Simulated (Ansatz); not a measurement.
Program: Ansatz. Geometries: PBE0-D4/def2-TZVP. ΔE: electronic, gas phase. CCSD(T)/CBS is the MP2 limit (def2-TZVPP, def2-QZVPP) plus CCSD(T) − MP2 in def2-TZVPP, frozen cores. This one scheme is used for every species, atoms too. Functionals use def2-TZVPP. Open shells (•) are unrestricted, without spin–orbit coupling. Spin–orbit coupling would lower the free atoms: clearly for Br. Bonds to Br are less sure, by a few kJ/mol each and by 10 to 20 or more in all where they break to atoms, as the def2 sets lack core-valence functions. Scalar relativity is left out up to krypton.

`[F][AlH][Br]` → `[F][AlH]`• + Br•  (homolysis of the Al–Br bond)

Problem. What is ΔE at CCSD(T)/CBS? (Best estimate.)

Solution. Ansatz gave: +461.9 kJ/mol.

Problem. What do these levels give: ωB97M-V, B2PLYP, RPA@PBE/def2-TZVPP, CCSD(T)/def2-SVP, MP2/def2-TZVPP, CCSD/CBS(def2)? (Best estimate.)

Solution. Computed: ωB97M-V 449.9, B2PLYP 437.0, RPA@PBE/def2-TZVPP 399.5, CCSD(T)/def2-SVP 429.9, MP2/def2-TZVPP 457.6, CCSD/CBS(def2) 454.2 kJ/mol.

Largest T1 diagnostic among the species: 0.016.

At CCSD(T), def2-SVP lies −31.9 kJ/mol from the extrapolated value and def2-TZVPP −18.9 kJ/mol: correlation converges slowly with the basis, and small sets miss more of it in the bonded molecule than in its fragments. In def2-TZVPP, CCSD(T) changes the Hartree–Fock value by +96.3 kJ/mol (the triples alone add +7.6 kJ/mol) and MP2 by +110.9 kJ/mol; breaking electron pairs costs correlation energy, which Hartree–Fock lacks.
